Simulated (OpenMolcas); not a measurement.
# Computed levels of Mo²⁺

| Property | Result |
| --- | --- |
| Program | OpenMolcas |
| Method | XMS-CASPT2, IPEA 0.25 Eh, imaginary shift 0.1 Eh (closed shells correlated: 4s 4p) |
| Basis | ANO-RCC-VTZP [7s6p4d2f1g] |
| Scalar Hamiltonian | DKH2, point nucleus |
| Active space | 4 electrons in 6 orbitals (4d 5s) |
| State averaging | 2S+1 = 5 even, 15 roots; 2S+1 = 3 even, 95 roots kept (CI in the orbitals of an earlier block); 2S+1 = 1 even, 90 roots kept (CI in the orbitals of an earlier block) |
| Spin-orbit coupling | RASSI with atomic mean-field integrals over the reference wave functions, term energies averaged over their components |

With spin-orbit coupling, above the lowest level:

| Configuration | Term | J | E (cm-1) | Measured (cm-1) | Term weight % | Second |
| --- | --- | --- | --- | --- | --- | --- |
| 4d4 | 5D | 0 | 0.0 | 0.0 | 98 |  |
| 4d4 | 5D | 1 | 248 | 242 | 99 |  |
| 4d4 | 5D | 2 | 688 | 668 | 99 |  |
| 4d4 | 5D | 3 | 1262 | 1224 | 100 |  |
| 4d4 | 5D | 4 | 1932 | 1872 | 99 |  |
| 4d4 | 3P(1) | 0 | 12350 | 11149 | 96 | 2 1S(1) |
| 4d4 | 3P(1) | 1 | 13620 | 12510 | 98 |  |
| 4d4 | 3H | 4 | 14030 | 12680 | 86 | 7 3G |
| 4d4 | 3H | 5 | 14630 | 13276 | 94 | 6 3G |
| 4d4 | 3H | 6 | 15170 | 13811 | 98 |  |
| 4d4 | 3F(1) | 3 | 15400 | 13948 | 77 | 22 3G |
| 4d4 | 3F(1) | 2 | 15410 | 13929 | 97 |  |
| 4d4 | 3P(1) | 2 | 15550 | 14358 | 96 |  |
| 4d4 | 3F(1) | 4 | 15730 | 14296 | 78 | 10 3G |
| 4d4 | 3G | 3 | 17390 | 15871 | 77 | 22 3F(1) |
| 4d4 | 3G | 4 | 17810 | 16283 | 81 | 12 3F(1) |
| 4d4 | 3G | 5 | 18230 | 16714 | 94 | 6 3H |
| 4d4 | 3D | 3 | 21380 | 19488 | 98 |  |
| 4d4 | 3D | 2 | 21480 | 19577 | 91 | 6 1D(1) |
| 4d4 | 3D | 1 | 21820 |  | 99 |  |
| 4d4 | 1I | 6 | 22030 | 20290 | 98 |  |
| 4d4 | 1G(1) | 4 | 22380 | 20612 | 91 | 4 3F(1) |
| 4d4 | 1D(1) | 2 | 25230 | 22806 | 91 | 6 3D |
| 4d4 | 1S(1) | 0 | 25450 | 22990 | 97 | 2 3P(1) |
| 4d4 | 1F | 3 | 29110 |  | 96 | 2 3F(2) |
| 4d3 5s | 5F | 1 | 33650 | 32419 | 99 |  |
| 4d4 | 3P(2) | 2 | 33840 |  | 97 |  |
| 4d3 5s | 5F | 2 | 34040 | 32843 | 98 |  |
| 4d3 5s | 5F | 3 | 34610 | 33452 | 96 | 3 4d4 3F(2) |
| 4d4 | 3F(2) | 4 | 34790 |  | 92 | 5 4d3 5s 3F(1) |
| 4d4 | 3F(2) | 2 | 34860 |  | 95 | 3 4d3 5s 3F(1) |
| 4d4 | 3F(2) | 3 | 35050 |  | 90 | 4 4d3 5s 3F(1) |
| 4d4 | 3P(2) | 1 | 35110 |  | 99 |  |
| 4d3 5s | 5F | 4 | 35370 | 34225 | 98 |  |
| 4d4 | 3P(2) | 0 | 35790 |  | 98 |  |
| 4d3 5s | 5F | 5 | 36240 | 35129 | 99 |  |
| 4d4 | 1G(2) | 4 | 38970 | 36164 | 94 | 4 4d3 5s 1G |
| 4d3 5s | 3F(1) | 2 | 42550 |  | 96 | 3 4d4 3F(2) |
| 4d3 5s | 3F(1) | 3 | 43470 | 43562 | 95 | 4 4d4 3F(2) |
| 4d3 5s | 5P | 1 | 43960 | 42405 | 98 |  |

Against the 30 measured excited levels shown (Sugar and Musgrove, J. Phys. Chem. Ref. Data 17, 155 (1988)) the mean absolute deviation is 1300 cm-1; the largest miss in energy is 4d4 1G4(2): computed 38970, measured 36164 cm-1 (+7.8 %), and the largest in proportion 4d4 3P0(1) (+10.8 %).

Spin-orbit coupling puts the lowest level 1340 cm-1 below the lowest spin-free term.

For 5D the intervals divided by the larger J are 248.1, 219.7, 191.4, 167.6 cm-1. Landé's interval rule makes them equal in pure LS coupling; they differ by 39 % of their mean. The multiplet is regular.

Term energies are means over components that CASPT2 splits; among the terms shown or strongly mixed into the levels shown the widest spread is 1600 cm-1 (4d4 1I). Terms from blocks run as CI alone lack orbitals of their own. Configurations are named by rounded mean occupations; where the s occupation lies near a half they are strongly mixed, a name can repeat and a true partner stay unpaired. A single d shell beside an s shell can misplace configurations of different d count against each other. The CASPT2 spread within a term exceeds the gap to the next term for 4d4 3P(1) and 4d4 3H, 4d4 3H and 4d4 3F(1), 4d4 3D and 4d4 1G(1) and others, so the order of their levels is uncertain, and so are names and mixing where such terms share a J. Computed and measured levels are paired by configuration, term and J; levels that our copy of the source lacks, or whose pairing is in doubt (as where it misses far off the trend of its configuration), stay unpaired and out of the deviations. Only configurations of the active space appear. The first state left out of the spin-orbit step lies near 100000 cm-1 above the lowest spin-free state of the reference (among the parities and spins computed), and the list stops at four fifths of that energy or lower. The table shows the lowest 40 of 72 levels.

The term weight is that of the spin-free term in the level, not the purity of its configuration. A number in round brackets counts repeated terms of one configuration in the order of the reference energies.
